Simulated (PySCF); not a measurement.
ClFH5NSi2, SMILES N[SiH2][Si@H](F)Cl.

Geometry optimised at PBE0-D3(BJ)/def2-SVP. The structure was generated by enumeration; whether it is a known compound was not checked. Other conformers were not sampled.

These are PySCF with TDDFT-PBE/def2-SVPD values and carry that method's errors.

Vertical excitations. Gas-phase values at a fixed geometry.

Computed excitation energies, oscillator strengths and character:
| state | energy (eV) | λ (nm) | f | main pairs |
|---|---|---|---|---|
| S1 | 4.78 | 259 | 0.035 | HOMO→LUMO 98 % |
| S2 | 5.06 | 245 | 0.005 | HOMO→LUMO+1 98 % |
| S3 | 6.01 | 206 | 0.010 | HOMO→LUMO+2 75 %, HOMO→LUMO+3 21 % |
| S4 | 6.20 | 200 | 0.008 | HOMO−1→LUMO 76 % |
| S5 | 6.34 | 196 | 0.097 | HOMO→LUMO+3 60 %, HOMO−1→LUMO 19 %, HOMO→LUMO+2 10 % |
| S6 | 6.54 | 190 | 0.008 | HOMO−1→LUMO+1 94 % |
| S7 | 6.66 | 186 | 0.012 | HOMO→LUMO+4 91 % |
| S8 | 6.71 | 185 | 0.013 | HOMO−2→LUMO 91 % |
| S9 | 6.86 | 181 | 0.016 | HOMO→LUMO+5 87 % |
| S10 | 7.06 | 176 | 0.011 | HOMO−2→LUMO+1 36 %, HOMO−3→LUMO 23 %, HOMO→LUMO+6 19 %, HOMO−4→LUMO 11 % |
| T1 | 4.30 | 288 | 0 | HOMO→LUMO 99 % |
| T2 | 4.65 | 267 | 0 | HOMO→LUMO+1 99 % |
| T3 | 5.77 | 215 | 0 | HOMO→LUMO+2 89 % |
| T4 | 5.85 | 212 | 0 | HOMO−1→LUMO 47 %, HOMO→LUMO+3 46 % |
Triplets are in the Tamm–Dancoff approximation, which puts them higher than full response would, so one can lie above its singlet here.
